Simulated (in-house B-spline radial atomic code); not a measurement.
How G0W0 and RPA depend on the start: the cadmium ion Cd²⁺

Configuration [Kr] 4d10. Computed with a B-spline radial code for spherical atoms: all electrons, scalar-relativistic (spin-free one-electron X2C), finite nucleus, each spin shell either full or empty, empty states to l = 9 with an (l + 1/2)⁻⁴ tail; G0W0 by contour deformation at full frequency.

```
          start  mean-field 4d (eV)  G0W0 (eV)  QP weight  RPA correlation (Eh)
   Hartree-Fock              -38.07     -38.15      0.956               -3.3276
       LDA VWN5              -30.71     -37.93      0.880               -3.6247
            PBE              -30.44     -37.76      0.878               -3.6186
           PBE0              -32.61          ?          ?                     ?
         r2SCAN              -30.74     -37.65      0.904               -3.5648
          HSE06              -32.19     -37.90      0.920               -3.5438
B3LYP (VWN-RPA)              -32.26     -38.03      0.918               -3.5553
           SCAN              -30.72     -37.65      0.903               -3.5627
           TPSS              -30.36     -37.72      0.885               -3.6022
      BHandHLYP              -34.71     -38.11      0.939               -3.4637
      CAM-B3LYP              -34.15          ?          ?                     ?
        LC-wPBE              -35.37     -38.24      0.943               -3.5172
          wB97X              -35.05     -38.14      0.943               -3.5022
         PBEsol              -30.43     -37.81      0.879               -3.6205
           BLYP              -30.34     -37.86      0.858               -3.6214
        r2SCAN0              -32.86     -37.83      0.930               -3.5017
```

(1) What G0W0 level, weight and RPA correlation energy follow from the CAM-B3LYP start?

(2) What G0W0 level, weight and RPA correlation energy follow from the PBE0 start?

(3) How much of the dependence on the start does G0W0 remove?

Answers

(1) G0W0 level -38.25 eV, weight 0.934, RPA correlation -3.5202 hartree.

(2) G0W0 level -37.91 eV, weight 0.925, RPA correlation -3.5368 hartree.

(3) The mean-field levels span 7.72 eV and the G0W0 levels 0.604 eV. Against 37.468 ± 0.006 eV (NIST, measured) the G0W0 removal energies are off by +0.18 to +0.79 eV, with spin-orbit coupling, Breit and QED terms left out.
